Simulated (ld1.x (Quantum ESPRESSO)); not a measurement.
## Before and after: ultrasoft potential for P (Z = 15)

P, ultrasoft, made with ld1.x (Quantum ESPRESSO) 7.5 (PBE, non-relativistic). Core [Ne], reference 3s2 3p2 (charge +1). Waves: 3s (bound): rcut 1.15, rcutus 1.45 bohr; 3s channel at -0.85 Ry: rcut 1.15, rcutus 1.45 bohr; 3p (bound): rcut 1.20, rcutus 1.45 bohr; 3p channel at -0.45 Ry: rcut 1.20, rcutus 1.45 bohr; 3d channel at 0.45 Ry: rcut 1.25, rcutus 1.50 bohr; 3d channel at 0.9 Ry: rcut 1.25, rcutus 1.50 bohr. Local part: all-electron potential smoothed inside 1.40 bohr (lloc = -1). Core correction: a·sin(br)/r model core inside 1.20 bohr. Augmentation charge: PSQ, inside the norm-conserving radii.

All-electron outer shells of the reference configuration (PBE, non-relativistic, ld1.x):

| shell | level (eV) | outermost node (bohr) | outermost maximum (bohr) |
| --- | --- | --- | --- |
| 3s | -23.21 | 0.66 | 1.56 |
| 3p | -14.23 | 0.64 | 1.76 |

Change: wave 3p channel at -0.45 Ry: rcut 1.20, rcutus 1.45 bohr becomes 3p channel at 1.5 Ry: rcut 1.20, rcutus 1.45 bohr.

Cutoffs: the cutoffs (Ry, on a coarse ladder) from which the occupation-weighted sum of valence levels, in a spherical-Bessel basis at the reference potential, stays within 10 and 1 mRy of its value at 400 Ry; they do not see the model core or the augmentation charge, which bear on the density cutoff. Errors are all-electron minus pseudo energies relative to the spin-unpolarised reference configuration.

What does the change do?

The potential gets neither clearly harder nor softer (18 Ry and 30 Ry → 18 Ry and 30 Ry); the errors of the 7 common tests hardly move; neither file shows a bound ghost.

```tsv
quantity	base	changed
cutoff, loose	18 Ry	18 Ry
cutoff, tight	30 Ry	30 Ry
bound ghosts	none	none
error for 3s2 3p3, meV [ΔE -9.74 eV]	+0.2	+0.3
error for 3s2 3p1, meV [ΔE 19.16 eV]	+0.3	+0.4
error for 3s2 3p0, meV [ΔE 48.91 eV]	+3.0	+3.0
error for 3s1 3p3, meV [ΔE 9.03 eV]	-0.1	0.0
error for 3s0 3p5, meV [ΔE 7.28 eV]	+4.8	+4.8
error for 3s2 3p2.5, meV [ΔE -5.96 eV]	0.0	+0.1
error for 3s1 3p4, meV [ΔE -1.29 eV]	+2.3	+2.3
s: phases at 1.65 bohr within 0.05 rad from the reference energy up to (Ry; the scan ends near 5)	4.7	4.7
p: phases at 1.65 bohr within 0.05 rad from the reference energy up to (Ry; the scan ends near 5)	4.9	to the end of the scan
d: phases at 1.65 bohr within 0.05 rad from the reference energy up to (Ry; the scan ends near 5)	to the end of the scan	to the end of the scan
lowest overlap eigenvalue by channel	s 0.49, p 0.76, d 0.96	s 0.49, p 0.74, d 0.96
```
